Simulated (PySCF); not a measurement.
C2H7FNSi (doublet state).
Numbering: `[CH2:1][CH2:2][Si@H:3]([NH2:4])[F:5]` (hydrogens: H6, H7 on C1; H8, H9 on C2; H10 on Si3; H11, H12 on N4)

Geometry (GFN2-xTB, Å), atoms numbered from 1 in this order:
```
atom  x, y, z in Å
C1     1.614    0.635    0.326
C2     1.040   -0.613   -0.167
Si3   -0.855   -0.618    0.187
N4    -1.534    0.780   -0.529
F5    -1.089   -0.406    1.767
H6     1.602    1.517   -0.283
H7     1.867    0.738    1.363
H8     1.197   -0.731   -1.238
H9     1.472   -1.475    0.341
H10   -1.483   -1.911   -0.070
H11   -2.437    1.101   -0.221
H12   -1.393    0.983   -1.503
```

The hyperfine couplings belong to this conformer and change with its torsions.

Method used: UKS B3LYP, pcH-1 on C F H N Si, non-relativistic, mean-field spin-orbit, GIAO in PySCF 2.14.0. Isolated species at its GFN2-xTB geometry (one conformer only). The geometry wasn't refined by DFT: couplings that depend on bond lengths, twists or pyramidal angles can differ widely from those at the functional's own minimum. No stability test was run, so a lower SCF solution isn't excluded.

Largest spin populations (Mulliken): C1 (+1.03), C2 (-0.08) and Si3 (+0.08). C1 is the only atom above +0.15. The positive populations add up to 1.16 and the negative ones to -0.16, together 2S = 1. The angles at C1 add up to 358.8°, so it is planar; its axial dipolar tensor and the negative couplings of its protons fit spin in a p orbital normal to that plane.

(1) McConnell's relation a(H) = Q·ρ ties the coupling of a proton on a planar π carbon to the spin population of that carbon. What Q do the computed values give?

(2) How do the β-proton couplings of this frozen conformer go with θ, the angle between the C–H bond and the normal to the plane of the spin centre's three neighbours, both seen down the bond from centre to carbon?

## Answers

(1) 
| H | C | ρ(C) | a(H) (G) | a/ρ (G) |
| --- | --- | --- | --- | --- |
| H6 | C1 | +1.030 | -21.16 | -20.5 |
| H7 | C1 | +1.030 | -21.38 | -20.8 |

These protons share one ρ (within 0.01), so their mean ratio, Q = -20.6 G, is no test of linearity.

(2) 
```json
{"β H": "H8", "on": "C2", "centre": "C1", "θ (°)": "61", "cos²θ": "0.23", "a (G)": "+17.39"}
{"β H": "H9", "on": "C2", "centre": "C1", "θ (°)": "60", "cos²θ": "0.25", "a (G)": "+17.03"}
```

Couplings in gauss use g_iso = 2.0027.

Time: 27 s (grids of density and orbitals included); peak memory 0.80 GiB. Hardware: one thread of an Arm Neoverse V2, shared host.
